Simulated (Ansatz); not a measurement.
A nudged elastic band was laid between two geometries of AlCl$_{2}$FH$_{2}$O (7 atoms, charge 0, multiplicity 1).

Theory: RHF/6-31G* in Ansatz.

```yaml
movable_images: 7
climbing_image: yes
spring: 5.0 eV/Å²
optimiser: quadratic models (default)
start_path: through a guess of the saddle point
force_threshold: 0.05 eV/Å
iteration_limit: 60
end_points: relaxed
```

Image 0:

```xyz
7
Properties=species:S:1:pos:R:3
Al 0.052 -0.039 0.091
F 0.014 0.549 1.626
Cl 1.824 0.241 -1.010
Cl -1.767 -0.018 -0.996
O 0.065 -1.912 0.669
H -0.539 -2.528 0.260
H 0.031 -2.016 1.618
```

Image 8:

```xyz
7
Properties=species:S:1:pos:R:3
Al -0.033 -0.470 -0.175
F 0.026 -0.030 1.739
Cl 1.779 0.251 -0.958
Cl -1.809 0.394 -0.894
O -0.088 -2.056 0.479
H -0.182 -2.887 0.041
H -0.013 -0.924 2.026
```

**Question.** What changes between the two ends?

**Answer.** Bonds broken: O5–H7. Bonds formed: F2–H7.

**Question.** What energy profile does the band end with?

**Answer.** The run converged. The highest image is number 5 of 0 to 8, 1.40 eV above the first end and 0.12 eV above the last; the last end lies 1.27 eV above the first. A vibrational analysis at the climbing image gives one clearly imaginary mode, 851i cm⁻¹: a first-order saddle point. The orbitals stay closed-shell, which can raise the energy where a bond breaks towards radicals; this wasn't checked here.

```
image  path coordinate (Å)  energy (eV)  O5–H7 (Å)  F2–H7 (Å)
    0                 0.00         0.00       0.95       2.56
    1                 0.26         0.03       0.96       2.27
    2                 0.52         0.13       0.96       1.96
    3                 0.79         0.39       0.98       1.64
    4                 1.05         1.02       1.10       1.32
    5                 1.31         1.40       1.36       1.06
    6                 1.60         1.32       1.66       0.96
    7                 1.90         1.28       1.87       0.94
    8                 2.19         1.27       1.92       0.94
```

**Question.** What is the geometry of the highest image?

**Answer.** 
```xyz
7
Properties=species:S:1:pos:R:3
Al 0.047 -0.354 -0.138
F 0.034 -0.095 1.712
Cl 1.830 0.374 -0.950
Cl -1.791 0.201 -0.985
O 0.074 -1.991 0.578
H -0.520 -2.706 0.398
H 0.006 -1.151 1.643
```

**Question.** What are the harmonic wavenumbers there?

**Answer.** 851i, 136, 148, 189, 216, 386, 422, 539, 612, 768, 800, 952, 1241, 2238, 4160 cm⁻¹.

Time of the run: 2.4 min on 1 thread of Arm Neoverse V2 (shared host), peak memory 0.18 GiB.
